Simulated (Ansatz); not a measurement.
# CHBr3 (SMILES BrC(Br)Br): entropy by statistical mechanics

A singlet with charge 0, relaxed at PBE0-D4/def2-TZVP (Ansatz 0.2.0):

```xyz
5

Br   -0.6785    0.3017    1.7382
C     0.0699    0.0976   -0.0206
Br    1.2084   -1.4470   -0.1361
Br   -1.2915    0.0829   -1.3776
H     0.6917    0.9649   -0.2038
```

Harmonic wavenumbers in cm⁻¹: 153, 153, 227, 549, 680, 680, 1170, 1170, 3200.

Masses in u: Br 79.904, C 12.011, H 1.008. Take T = 298.15 K, p = 1 bar, R = 8.3145 J/(mol K), kT/hc = 207.22 cm⁻¹, rigid rotor and harmonic oscillator.

Problem. Work out S° at 298 K.

Solution. 
1. Translation (Sackur–Tetrode): S = R[3/2 ln M + 5/2 ln T − 1.1517] with M = 252.731 gives 177.9 J/(mol K).
2. Rotation: principal moments 411.034, 411.059, 809.550 u Å² give A, B, C = 0.041, 0.041, 0.0208 cm⁻¹; the symmetry number is σ = 3; q = (√π/σ)√((kT/hc)³/ABC) = 298048; S = R(ln q + 3/2) = 117.3.
3. Vibration: with u = ν̃/207.22, each mode gives R[u/(eᵘ − 1) − ln(1 − e⁻ᵘ)]; the sum is 35.4, most from 153 cm⁻¹ (11.0), 153 cm⁻¹ (11.0), 227 cm⁻¹ (8.0).
4. Electronic: R ln 1 = 0.0, from the spin multiplicity alone.
5. Sum: 177.9 + 117.3 + 35.4 + 0.0 = 330.6 J/(mol K).

The tabulated value is 330.9 J/(mol K) (CRC Handbook of Chemistry and Physics): the model is off by -0.3.
